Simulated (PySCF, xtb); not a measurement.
C₂H₈N₂Si₂, SMILES [Si@@H]1(N)N=C(C)[SiH2]1.

Coordinates come from a TPSSh-D3(BJ)/def2-SVP optimisation. The structure was generated by enumeration; whether it is a known compound was not checked. Other conformers were not sampled.

Level of theory: C-PCM-B3LYP/def2-SVP run with PySCF.

The values are the electrostatic part of the solvation free energy, E(continuum) − E(gas) at the gas-phase geometry, in a cavity of scaled van der Waals radii (PySCF's table); cavitation and dispersion terms are not included. In vacuum the orbital gap is 5.27 eV. The dipole moment in vacuum is 1.20 D.

Computed values in water (ε = 78.36), 1-octanol (ε = 9.86), methanol (ε = 32.61):
```json
[
 {"solvent": "water", "ε": "78.36", "ΔG(elec) (kcal/mol)": "-5.6", "dipole (D)": "1.69", "gap (eV)": "5.36"},
 {"solvent": "1-octanol", "ε": "9.86", "ΔG(elec) (kcal/mol)": "-5.0", "dipole (D)": "1.62", "gap (eV)": "5.35"},
 {"solvent": "methanol", "ε": "32.61", "ΔG(elec) (kcal/mol)": "-5.5", "dipole (D)": "1.67", "gap (eV)": "5.35"}
]
```

For comparison, GFN2-xTB/ALPB(water) (xtb, at the GFN2-xTB geometry, all terms of that model) gives -3.7 kcal/mol.
